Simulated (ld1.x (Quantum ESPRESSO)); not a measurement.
titanium, PAW: configuration errors across variants

* Element: titanium
* Generator: ld1.x (Quantum ESPRESSO) 7.5
* Type: PAW
* Functional: PBEsol
* Relativity: scalar-relativistic
* Frozen core: [Ne]
* Valence charge: 12
* Reference configuration: 3s2 3p6 3d2.5 4s1.5 4p0
* Partial waves: 3s (bound): rcut 1.35, rcutus 1.70 bohr; 4s (bound): rcut 1.35, rcutus 1.70 bohr; 3p (bound): rcut 1.50, rcutus 1.70 bohr; 4p (bound, empty): rcut 1.50, rcutus 1.70 bohr; 3d (bound): rcut 1.70, rcutus 2.10 bohr; 3d channel at 4.3 Ry: rcut 1.70, rcutus 2.10 bohr
* Local potential: all-electron potential smoothed inside 1.55 bohr (lloc = -1)
* Core correction: Bessel-smoothed model core, default radius (core density twice the valence density)
* Augmentation charge: BESSEL, radius 1.20 bohr

All-electron excitation energies from the reference (eV): (1) 3s2 3p6 3d2 4s2 4p0 -0.350; (2) 3s2 3p6 3d2 4s1 4p0 7.009; (3) 3s2 3p6 3d2 4s0 4p0 20.479; (4) 3s2 3p6 3d2 4s1 4p1 2.743; (5) 3s2 3p6 3d1 4s2 4p0 9.413; (6) 3s1 3p6 3d2 4s2 4p0 69.123; (7) 3s2 3p6 3d3 4s1 4p0 0.752.

The overlap operator is not positive definite (basis up to 400 Ry) in “waves 3s (bound): rcut 1.32, rcutus 1.40 bohr; 4s (bound): rcut 1.32, rcutus 1.40 bohr”, “waves 3s (bound): rcut 1.35, rcutus 2.00 bohr; 4s (bound): rcut 1.35, rcutus 2.00 bohr”, “waves 3s (bound): rcut 1.35, rcutus 2.24 bohr; 4s (bound): rcut 1.35, rcutus 2.24 bohr”, “waves 3s (bound): rcut 1.35, rcutus 2.58 bohr; 4s (bound): rcut 1.35, rcutus 2.58 bohr”. Such files are unfit for use, however small their errors in these radial tests.

Tests that are not counted but printed errors over 1 eV. “waves 3s (bound): rcut 1.35, rcutus 2.24 bohr; 4s (bound): rcut 1.35, rcutus 2.24 bohr”: 3s2 3p6 3d2 4s0 4p0 (solver errors, printed error -1069 eV).

Errors AE − PS in meV (a dash: test not solved or not reliable):

```csv
change,(1),(2),(3),(4),(5),(6),(7),bound ghosts
base,+1.5,+1.3,+1.6,+2.8,+11,-11,-0.2,none
"waves 3s (bound): rcut 1.12, rcutus 1.18 bohr; 4s (bound): rcut 1.12, rcutus 1.18 bohr",+2.0,+1.5,+1.4,+2.9,+21,-6.5,0.0,none
"waves 3s (bound): rcut 1.32, rcutus 1.40 bohr; 4s (bound): rcut 1.32, rcutus 1.40 bohr",+19,+19,+18,+39,+424,+566,–,not determined (overlap not positive)
"waves 3s (bound): rcut 1.35, rcutus 1.64 bohr; 4s (bound): rcut 1.35, rcutus 1.64 bohr",+1.4,+1.3,+1.6,+2.7,+11,-11,-0.2,none
"waves 3s (bound): rcut 1.35, rcutus 2.00 bohr; 4s (bound): rcut 1.35, rcutus 2.00 bohr",+1.6,+1.1,+1.6,+2.8,+12,-9.0,-0.1,not determined (overlap not positive)
"waves 3s (bound): rcut 1.35, rcutus 2.24 bohr; 4s (bound): rcut 1.35, rcutus 2.24 bohr",+3.4,+1.6,–,+3.1,–,–,–,not determined (overlap not positive)
"waves 3s (bound): rcut 1.35, rcutus 2.58 bohr; 4s (bound): rcut 1.35, rcutus 2.58 bohr",–,–,–,–,–,–,–,not determined (overlap not positive)
```

(1) Give the same row for: waves 3s (bound): rcut 1.35, rcutus 1.80 bohr; 4s (bound): rcut 1.35, rcutus 1.80 bohr.

Results:

(1) +1.4, +1.3, +1.7, +2.9, +11, -11, -0.2; bound ghosts: none.
